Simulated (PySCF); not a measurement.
Dipole moment and polarisability of `CNc1cccs1`

Compound: C5H7NS.
Numbering: `[CH3:1][NH:2][c:3]1[cH:4][cH:5][cH:6][s:7]1` (hydrogens: H8, H9, H10 on C1; H11 on N2; H12 on C4; H13 on C5; H14 on C6)

Geometry (GFN2-xTB, Å), atoms numbered from 1 in this order:
```xyz
14
C5H7NS angstrom
C     -2.2691    0.3888    0.4052
N     -1.3201   -0.5781   -0.0940
C      0.0144   -0.4242    0.2003
C      0.6938    0.6912    0.5956
C      2.0862    0.4666    0.7141
C      2.4546   -0.8001    0.4183
S      1.0927   -1.7749   -0.0209
H     -3.2599    0.1233    0.0430
H     -2.0095    1.3728    0.0160
H     -2.2897    0.4410    1.5010
H     -1.6385   -1.5361   -0.0646
H      0.2319    1.6402    0.7935
H      2.7822    1.2304    1.0133
H      3.4302   -1.2413    0.4172
```

Level: wB97X-D/def2-SVPD (PySCF), static field, nuclei fixed, core orbitals frozen in the response. The polarisability tensor in these axes (au):

```
x   106.67  -3.60   3.72
y    -3.60  87.39   8.47
z     3.72   8.47  60.26
```

Question: Give the principal values, the mean and the anisotropy Δα = √{½[(α1 − α2)² + (α2 − α3)² + (α1 − α3)²]}.

Answer: Principal values 57.41, 89.48 and 107.43 au; mean 84.78 au = 12.56 Å³ = 13.98 × 10⁻⁴⁰ C²·m²/J; Δα = 43.89 au (52 % of the mean).

Question: What is the dipole moment, and where does it point?

Answer: (-1.65, 0.28, 0.55) D, 1.76 D in size, pointing from the negative to the positive side. Measured along this direction, the outermost atoms are H14 at the negative end and H8 at the positive end.

Question: Molar refractivity from α?

Answer: Lorentz–Lorenz: R = (4π/3)N_A α = 2.5225 cm³/(mol·Å³) × 12.56 Å³ = 31.7 cm³/mol, in the limit of long wavelengths.

Question: In a dilute gas of rigid molecules at 298 K, how does the orientational term μ²/3kT compare with the electronic polarisability?

Answer: In Gaussian units μ²/3kT = 25.18 Å³ against 12.56 Å³, a ratio of 2.00; the Debye molar polarisation (4π/3)N_A(α + μ²/3kT) is 95.2 cm³/mol, leaving out the vibrational part.

Question: Refractivity n − 1 of an ideal gas of it at 400 K and 1 atm, from the electronic α?

Answer: N = p/kT = 1.8347 × 10¹⁹ cm⁻³, so n − 1 = 2π × N × 12.56 × 10⁻²⁴ cm³ = 1448 × 10⁻⁶ at long wavelengths.

Isolated species at its GFN2-xTB geometry (one conformer only).
